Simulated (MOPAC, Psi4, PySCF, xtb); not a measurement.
Two rigid molecules brought together: Br2 ··· H3O+ (SMILES BrBr and [OH3+]) (charge +1). Monomers: optimised at B3LYP-D3(BJ) (def2-TZVP), held rigid. Orientation: a random orientation, not optimised. The monomers approach along the line of their centres of mass (distance R); nothing else relaxes.

Geometry at R = 4.89 Å (first 2 atoms: monomer A):
```
6

Br     1.1579     0.0000     0.0000
Br    -1.1579     0.0000     0.0000
O      4.8805    -0.2948    -0.4358
H      4.3691    -0.9755     0.0518
H      5.5817     0.1275     0.1052
H      4.3153     0.3498    -0.9130
```

- PM3, restricted, heats of formation (MOPAC)
- RMP2/3-21G = restricted MP2 (frozen core)/3-21G, no counterpoise correction run with PySCF 2.14.0
- GFN1-xTB (xtb)
- SAPT0/jun-cc-pVDZ, frozen core (Psi4)

Interaction energies in kcal/mol; the last columns give the difference from SAPT0:

| R / Å | PM3 | RMP2/3-21G | GFN1-xTB | SAPT0/jun-cc-pVDZ | PM3 − SAPT0/jun-cc-pVDZ | RMP2/3-21G − SAPT0/jun-cc-pVDZ | GFN1-xTB − SAPT0/jun-cc-pVDZ |
|---|---|---|---|---|---|---|---|
| 4.25 | -3.89 | -1.64 | -6.87 | 0.95 | -4.84 | -2.59 | -7.83 |
| 4.52 | -2.17 | -1.72 | -4.89 | 0.33 | -2.50 | -2.05 | -5.22 |
| 4.70 | -1.46 | -1.35 | -3.73 | 0.31 | -1.77 | -1.66 | -4.04 |
| 4.89 | -1.04 | -0.91 | -2.78 | 0.40 | -1.43 | -1.31 | -3.18 |
| 5.05 | -0.81 | -0.57 | -2.17 | 0.49 | -1.30 | -1.06 | -2.66 |
| 5.26 | -0.58 | -0.23 | -1.61 | 0.59 | -1.18 | -0.82 | -2.20 |
| 5.61 | -0.33 | 0.11 | -1.05 | 0.68 | -1.01 | -0.57 | -1.73 |
| 5.86 | -0.21 | 0.23 | -0.81 | 0.70 | -0.91 | -0.48 | -1.51 |
| 6.38 | -0.04 | 0.30 | -0.51 | 0.67 | -0.71 | -0.37 | -1.18 |
| 7.09 | 0.06 | 0.28 | -0.32 | 0.57 | -0.50 | -0.29 | -0.89 |
| 8.12 | 0.11 | 0.22 | -0.27 | 0.42 | -0.31 | -0.20 | -0.69 |
| 9.37 | 0.12 | 0.16 | -0.36 | 0.30 | -0.18 | -0.14 | -0.66 |

PM3 is furthest from SAPT0/jun-cc-pVDZ at 4.25 (-4.84 kcal/mol, below); its mean absolute difference over the points is 1.39 kcal/mol.

RMP2/3-21G is furthest from SAPT0/jun-cc-pVDZ at 4.25 (-2.59 kcal/mol, below); its mean absolute difference over the points is 0.96 kcal/mol.

GFN1-xTB is furthest from SAPT0/jun-cc-pVDZ at 4.25 (-7.83 kcal/mol, below); its mean absolute difference over the points is 2.65 kcal/mol.
